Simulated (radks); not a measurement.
Problem. Isoelectronic series with 4 electrons, all held in the configuration [He] 2s2, which need not be the ground one along the series. Method: Dirac Kohn-Sham, PBE, spin-unpolarised, spherical densities, point nucleus; computed with a radial shooting solver on a logarithmic mesh with Libxc functionals. Total energies (hartree) and mean radii <r> (bohr):

ion    E (hartree)    2s1/2    1s1/2
Ag43+  -2775.19760   0.1263  0.03096
In45+  -3028.61290   0.1205  0.02957
Sb47+  -3294.37679   0.1151  0.02829
I49+   -3572.72690   0.1102  0.02710
Cs51+   -3863.9184   0.1056  0.02599
La53+   -4168.2254   0.1013  0.02495
Pr55+   -4485.9424  0.09723  0.02399
Pm57+   -4817.3858  0.09346  0.02308
Eu59+   -5162.8964  0.08992  0.02222
Tb61+   -5522.8405  0.08658  0.02141
Ho63+   -5897.6134  0.08343  0.02065
Tm65+   -6287.6412  0.08044  0.01993
Lu67+   -6693.3843  0.07761  0.01924
Ta69+   -7115.3410  0.07491  0.01859
Re71+   -7554.0510  0.07235  0.01796
Ir73+   -8010.1004  0.06990  0.01737
Au75+   -8484.1268  0.06756  0.01680
Tl77+   -8976.8252  0.06532  0.01625

Estimate the row of Bi79+.

Solution. E (hartree) -9488.9553; 2s1/2 0.06316; 1s1/2 0.01572.
